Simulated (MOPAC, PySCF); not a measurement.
[Ta(OH)5], neutral singlet in the gas phase. 

Cartesian coordinates (Å):
```xyz
11

Ta     0.2882    -0.0558     0.1202
O     -1.5806    -0.6298    -0.1030
H     -1.7250    -1.5847    -0.2358
O      1.0895     0.1353     1.8720
H      0.9497     0.9626     2.3692
O     -0.5515     1.6969     0.2650
H     -1.4982     1.9139     0.2106
O      0.8395    -1.8766    -0.0710
H      0.8771    -2.8335    -0.2080
O      1.3612     0.5471    -1.3744
H      1.2811     1.4734    -1.6691
```
Charge 0, spin multiplicity 1.

All levels are single points at this geometry (BP86-D3(BJ)/def2-SVP); Pople sets use spherical d functions. Orbital energies aren't observables, and empty levels follow the basis.

PM7 in MOPAC gives gap (eV) = 9.23.

### Question
Estimate the gap (eV) from each of these levels: B3LYP-D3(BJ)/def2-TZVP in PySCF; TPSSh-D3(BJ)/def2-TZVP in PySCF; B3LYP/6-311+G** (LANL2DZ on Ta) in PySCF; B3LYP/6-31G* (LANL2DZ on Ta) in PySCF; B3LYP/LANL2DZ in PySCF; BP86/6-31G* (LANL2DZ on Ta) in PySCF; M06-2X/6-31G* (LANL2DZ on Ta) in PySCF; HF/6-31G* (LANL2DZ on Ta) in PySCF.

### Answer

```csv
level,gap (eV)
B3LYP-D3(BJ)/def2-TZVP in PySCF,7.08
TPSSh-D3(BJ)/def2-TZVP in PySCF,6.25
B3LYP/6-311+G** (LANL2DZ on Ta) in PySCF,6.62
B3LYP/6-31G* (LANL2DZ on Ta) in PySCF,6.75
B3LYP/LANL2DZ in PySCF,6.66
BP86/6-31G* (LANL2DZ on Ta) in PySCF,4.81
M06-2X/6-31G* (LANL2DZ on Ta) in PySCF,9.87
HF/6-31G* (LANL2DZ on Ta) in PySCF,14.90
```
